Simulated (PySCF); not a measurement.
C2H6F2Si, SMILES [Si](F)(F)(C)C.

Geometry optimised at B3LYP-D3(BJ)/def2-SVP.

Level of theory: TDA-PBE/def2-SVPD (PySCF).

Vertical excitations. The molecule is in vacuum. State labels are in the subgroup C2v.

Computed UV-visible absorptions:
```
state  symmetry  energy (eV)  λ (nm)      f                          main pairs
-----  --------  -----------  ------  -----  ----------------------------------
S1           B1         7.43     167  0.083                     HOMO→LUMO 100 %
S2           A2         8.50     146  0.000                    HOMO→LUMO+1 98 %
S3           A1         8.51     146  0.008                    HOMO→LUMO+3 97 %
S4           B1         8.52     146  0.036                    HOMO→LUMO+2 97 %
S5           A1         8.92     139  0.084                    HOMO−1→LUMO 97 %
S6           B2         9.09     136  0.000                   HOMO−2→LUMO 100 %
S7           A2         9.24     134  0.000  HOMO−3→LUMO 77 %, HOMO→LUMO+5 23 %
S8           A2         9.25     134  0.000  HOMO→LUMO+5 76 %, HOMO−3→LUMO 23 %
S9           B1         9.34     133  0.064                    HOMO→LUMO+4 94 %
S10          B1         9.41     132  0.005                    HOMO−4→LUMO 99 %
T1           B1         7.24     171      0                     HOMO→LUMO 100 %
T2           A2         8.10     153      0                    HOMO→LUMO+1 99 %
T3           B1         8.21     151      0                    HOMO→LUMO+2 98 %
T4           A1         8.29     150      0                    HOMO→LUMO+3 98 %
```
Triplets are in the Tamm–Dancoff approximation.
